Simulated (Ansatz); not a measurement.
Cu(PH3)Me (CH₆CuP). Total charge 0; singlet. Geometry r2SCAN-D4/def2-TZVP, basis def2-TZVP, Ansatz.

```csv
run,HOMO (eV),LUMO (eV)
A,-4.95,-1.15
B,-4.89,-1.36
C,-7.22,0.56
D,-5.34,-0.84
E,-5.72,-0.73
F,-5.11,-1.51
```

B3LYP takes the VWN-RPA correlation.

Question: The runs used B3LYP, CAM-B3LYP, LDA (SPW92), PBE, r2SCAN, r2SCANh. Estimate which is which.

Answer: A r2SCAN (0 % exact exchange); B PBE (0 % exact exchange); C CAM-B3LYP (range-separated); D r2SCANh (10 % exact exchange); E B3LYP (20 % exact exchange); F LDA (SPW92) (0 % exact exchange). Exact exchange lowers occupied and raises empty levels; among semilocal functionals meta-GGAs tend to open the gap a little, and such runs are hard to tell apart. The gap grows from 3.53 eV (PBE) to 7.78 eV (CAM-B3LYP).
